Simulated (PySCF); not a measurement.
## Name the molecule from its bond curve

A diatomic of charge +1 contains Hg. Its doublet curve at ROHF-SCS-MP2 in a double-zeta basis (scalar-relativistic core potentials, PySCF), in eV from the separated fragments:

(R (Å), E (eV)): (2.093, -0.769), (2.191, -0.977), (2.288, -1.094), (2.361, -1.138), (2.434, -1.152), (2.507, -1.145), (2.604, -1.111), (2.726, -1.041), (2.872, -0.935), (3.067, -0.782)

The fit gives ωe = 353 cm⁻¹ and the rotational constant Bₑ = 0.3272 cm⁻¹.

Which atom is the partner?

The minimum lies at 2.444 Å, so the reduced mass is 16.8576 u Å² cm⁻¹/(Bₑ·Re²) = 8.625 u. With Hg at 201.97 u the partner weighs about 9.0 u: Be. The molecule is BeHg⁺.

Correlated steps freeze no core orbitals. Spin–orbit coupling is left out. The state is the lowest determinant that a PBE0 search found; another state may lie lower at other levels.
